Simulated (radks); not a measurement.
Valence configurations of Re+ (all share [Xe]). Calculated with a radial shooting solver on a logarithmic mesh with Libxc functionals: scalar-relativistic Kohn-Sham, BLYP, spin-polarised, spherical densities, point nucleus; open shells are filled with parallel spins first (spin-orbit coupling, left out, can overturn this in heavy ions). Energies are relative to 4f14 5d5 6s1; eigenvalues in eV for spin up.

valence,E (eV),moment (Bohr magnetons),e(4f),e(5d),e(6p),e(6s)
4f14 5d5 6s1,0.000,6,-49.565,-13.755,-,-13.316
4f13 5d5 6s2,43.102,6,-63.044,-17.216,-,-14.445
4f13 5d4 6s2 6p1,53.463,6,-68.038,-20.694,-9.288,-16.451
4f14 5d4 6s2,2.609,4,-52.690,-15.586,-,-14.066
4f12 5d7 6s1,92.394,6,-70.764,-16.157,-,-13.723
4f12 5d7.5 6s0.5,92.301,5,-69.272,-14.989,-,-13.102
4f14 5d4 6s1 6p1,7.362,6,-54.109,-16.935,-8.670,-15.260
4f11 5d7.5 6s1.5,152.47,6,-83.671,-18.538,-,-14.334
4f11.5 5d8 6s0.5,120.16,5,-74.755,-15.492,-,-13.143
4f14 5d3 6s2 6p1,11.406,4,-57.482,-18.859,-9.104,-16.008

NIST lists [Xe] 4f14 5d5 6s1 as the ground configuration; this level of theory agrees among the configurations tried. The energies are those of spherical high-spin densities, not of single terms.
